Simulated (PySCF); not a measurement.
Species: Br3Si(SH), Br3HSSi.
Atom-mapped SMILES: `[SH:1][Si:2]([Br:3])([Br:4])[Br:5]` (hydrogens: H6 on S1)

The calculation used PySCF, PBE0-D3(BJ)/def2-SVP geometry optimisation, gas phase.

Problem. What internal coordinates does the optimisation give?

Solution. 
| bond | length (Å) |
| --- | --- |
| S1–Si2 | 2.120 |
| Si2–Br3, Si2–Br4, Si2–Br5 | 2.209 |
| S1–H6 | 1.354 |

Bonds in one row agree within 0.01 Å and their mean is given. A selection of angles:
| angle | degrees |
| --- | --- |
| Si2–S1–H6 | 93.4 |
| S1–Si2–Br3 | 111.9 |
| S1–Si2–Br4 | 105.6 |
| Br3–Si2–Br4 | 110.0 |
| Br3–Si2–Br5 | 107.7 |

Dihedral angles: H6–S1–Si2–Br3 60° (synclinal).

Si2 (four-coordinate silicon) is distorted tetrahedral (angles from 105.6° to 111.9°).

Point group: Cs (tolerance 0.08 Å). No PBE0-D3(BJ)/def2-SVP frequencies stand behind this structure, so it isn't proved a minimum.
